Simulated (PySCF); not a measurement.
**Diatomic cations of Sr with the fourth-period p block**

CCSD(T) with double-zeta basis sets in PySCF, for the lowest determinant that a PBE0 search found; no spin–orbit coupling. De refers to high-spin ground-configuration atoms (the charge goes to the atom of lower measured ionisation energy or higher electron affinity, which is not always the lowest computed limit).

```
 M     basis  reference, frozen orbitals  charged atom  state (unpaired electrons)  Re (Å)  ωe (cm⁻¹)  De (eV)
Ga  def2-SVP                      RHF, 9           Sr+      singlet (closed shell)   3.619       99.8     1.24
Ge  def2-SVP                      UHF, 9           Sr+         quartet (σ ↑, π ↑↑)   2.895        189     1.07
Se  def2-SVP                      UHF, 9           Sr+               doublet (π ↑)   2.798        226     1.98
Br  def2-SVP                      RHF, 9           Sr+      singlet (closed shell)   2.682        261     3.38
```

The shortest bond is that of SrBr⁺ (2.682 Å), the longest that of SrGa⁺ (3.619 Å). SrBr⁺ is bound most strongly (3.38 eV) and SrGe⁺ least (1.07 eV).

The state changes along the series, so neighbouring rows are not always alike in their bonding.

Correlated steps freeze 9 core orbitals. Correlated levels converge slowly with the basis: in double zeta they bind strong bonds too weakly, by up to about 1 eV, and carry superposition errors of some tenths. For an ion De counts to the pair picked by the measured ionisation energies or electron affinities, which need not be the lowest pair at this level. Where the molecule has an RHF reference, its open-shell atoms are computed with UHF. States were picked by a PBE0 search and need not be the measured ground states.
